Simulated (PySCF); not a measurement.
# Bond curve of SnBr

Set-up: Sn cc-pVDZ-PP with ECP28, Br cc-pVDZ-PP with ECP10; scalar-relativistic core potentials (PySCF 2.14). Energies in eV from Sn + Br in their ground configurations at the same level. State: ²Π (doublet), unpaired electrons π ↑.

```tsv
R (Å)	TPSSh	UHF-CCSD	BHandHLYP
2.188	-2.427		-2.135
2.290	-3.024	-2.416	-2.733
2.391	-3.349	-2.755	-3.057
2.468	-3.465	-2.877	-3.171
2.544	-3.502	-2.917	-3.206
2.620	-3.480	-2.896	-3.180
2.722	-3.384	-2.798	-3.079
2.849	-3.194	-2.603	-2.882
3.002	-2.910	-2.310	-2.589
3.205	-2.498		-2.163
```

**Question.** Put a parabola through the three lowest points of the TPSSh curve and estimate Re, k and ωe (reduced mass 47.59 u; 1 eV/Å² = 0.16022 mdyn/Å; ωe = 1302.8·√(k/μ) cm⁻¹).

**Answer.** Through R = 2.468, 2.544, 2.62 Å the second-order coefficient is 5.11 eV/Å², so Re ≈ 2.554 Å, k ≈ 1.64 mdyn/Å and ωe ≈ 242 cm⁻¹. A polynomial fit of higher order to the unrounded TPSSh energies gives Re = 2.550 Å, k = 1.59 mdyn/Å, ωe = 238 cm⁻¹; anharmonicity and rounding make the difference.

The higher-order fit for each curve: TPSSh: Re = 2.550 Å, ωe = 238 cm⁻¹, De = 3.50 eV; UHF-CCSD: Re = 2.552 Å, ωe = 242 cm⁻¹, De = 2.92 eV; BHandHLYP: Re = 2.546 Å, ωe = 241 cm⁻¹, De = 3.21 eV.

Correlated steps freeze 8 core orbitals. Correlated levels converge slowly with the basis: in double zeta they bind strong bonds too weakly, by up to about 1 eV, and carry superposition errors of some tenths. Spin–orbit coupling is left out, which matters for elements this heavy, above all for dissociation energies. The state was picked by a PBE0 search and need not be the measured ground state.
